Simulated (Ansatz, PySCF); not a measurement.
Se(SeH)(OSiH3) (H4OSe2Si), SMILES [SiH3]O[Se][SeH]. Atoms are numbered in the order given.

```xyz
8

Se    -0.4075     0.3261     0.7782
Se     1.1557     1.0215    -0.7601
H      2.3483     0.8498     0.0961
O     -0.4236    -1.4766     0.5779
Si    -1.3030    -2.1523    -0.6921
H     -2.7486    -1.7931    -0.5823
H     -1.1226    -3.6249    -0.5650
H     -0.7794    -1.6786    -2.0079
```
Charge 0, spin multiplicity 1.

Coordinates come from a PBE0-D3(BJ)/def2-SVP optimisation. Other conformers were not sampled.

Two levels are set side by side: PBE-D3(BJ)/def2-SVP (Ansatz, a first-principles code) and PBE0-D3(BJ)/def2-SVP (Ansatz). Each level has its own optimised geometry; the coordinates shown are those of the second. Frequencies come from the Hessian of PySCF at each geometry. Differences are taken from unrounded values.

| quantity | PBE0-D3(BJ) | PBE-D3(BJ) | PBE-D3(BJ) minus PBE0-D3(BJ) |
|---|---|---|---|
| mean bond length (Å) | 1.679 | 1.698 | 0.019 |
| bond Se1–Se2 (Å) | 2.301 | 2.322 | 0.021 |
| bond Se1–O4 (Å) | 1.814 | 1.852 | 0.038 |
| bond O4–Si5 (Å) | 1.686 | 1.705 | 0.019 |
| bond Se2–H3 (Å) | 1.478 | 1.496 | 0.018 |
| bond Si5–H6 (Å) | 1.494 | 1.505 | 0.011 |
| bond Si5–H7 (Å) | 1.489 | 1.501 | 0.012 |
| bond Si5–H8 (Å) | 1.493 | 1.505 | 0.011 |
| highest harmonic wavenumber (cm⁻¹) | 2401 | 2278 | -122 |
| mean harmonic wavenumber (cm⁻¹) | 931 | 893 | -38 |
| zero-point energy (kcal/mol) | 23.96 | 22.98 | -0.98 |

Exact exchange shortens and stiffens bonds; PBE has none. Differences between two approximate levels are no errors against the true value.
